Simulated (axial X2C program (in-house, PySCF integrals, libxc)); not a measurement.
## LiV⁻: cheaper levels and CCSD(T), with spin–orbit coupling

All values were computed with an in-house relativistic program for diatomic molecules. Two-component (2c) means X2C with spin–orbit coupling and atomic mean-field two-electron Coulomb and Gaunt terms. Basis: V dyall-acv3z [11s11p7d4f2g], Li dyall-av3z [9s9p3d] (cores contracted in-house); Gaussian nuclei, density fitting, unrestricted open shells. Masses: V 50.944 u, Li 7.016 u.

State: Ω = 5/2 (⟨Sz⟩ = 2.50, ⟨Lz⟩ = 0.00 at HF); fragments V + Li- for PBE0, CCSD, PBE50; V- + Li for CCSD(T).

```tsv
level	Re (Å)	ωe (cm⁻¹)
PBE0	3.099	188.5
CCSD	3.124	183.4
PBE50	3.206	175.7
```

Correlated methods: 7 electrons correlated (number of frozen shells: V 3 s, 2 p; Li 1 s), 289 virtual spin orbitals or spinors in MP2, 90 natural virtuals in coupled cluster.

CCSD(T), same Hamiltonian and basis:

Re = 3.046 Å, ωe = 191.7 cm⁻¹, De = 0.89 eV; T1 = 0.085 (Lee–Taylor normalisation).

**Question.** Give the differences from CCSD(T) in the columns below.

**Answer.** 

```json
{"level": "PBE0", "ΔRe (Å)": "0.053", "Δωe (cm⁻¹)": "-3.2"}
{"level": "CCSD", "ΔRe (Å)": "0.078", "Δωe (cm⁻¹)": "-8.3"}
{"level": "PBE50", "ΔRe (Å)": "0.160", "Δωe (cm⁻¹)": "-16.0"}
```

Occupations by symmetry block were frozen at the best pattern of an incomplete PBE0 search. Dissociation energies refer to the lowest single-determinant-based atoms at the same level and basis. De is not given where an atomic determinant may have missed its ground term or J level, or where the truncated virtual space spoils (T). Density functionals use the spin component along the axis (collinear). CCSD and (T) use frozen natural virtuals with an MP2 correction for the truncation; (T) itself is uncorrected, so its De runs slightly low. A 2c atom that is not at its ground J level misses part of its spin–orbit lowering, and De is too large by that part (0.04 eV or less for light atoms). This holds for CCSD(T). PBE0 can misorder states that lie within some tenths of an eV, so this need not be the ground state of the molecule. The nearest other spin-free determinant of the search, M_S = 5/2, Λ = 1, lies 0.03 eV up at the distance of the search. Without a current term, density functionals place determinants with orbital angular momentum somewhat too high. With several unpaired electrons one determinant need not be a pure state. A state of lower Ω lies just above, and one determinant can place such states too high, so the state shown need not be the lowest. The search has Ω = 3/2 only 0.02 eV up. The outer-core s and p shells of the metal are frozen in the correlated rows, which leaves out core–valence correlation; for alkali and alkaline-earth bonds that tends to lengthen them. The highest occupied level of some functionals is positive through self-interaction error; at Hartree–Fock it is bound. This is the top spin component of a Σ state; components of lower Ω are not single determinants and can lie lower. The determinant is spin-polarised beyond a pure state at some levels (its spin-free form has ⟨S²⟩ too high), which makes Re and μ there less reliable. The T1 diagnostic is large, a sign of multireference character.
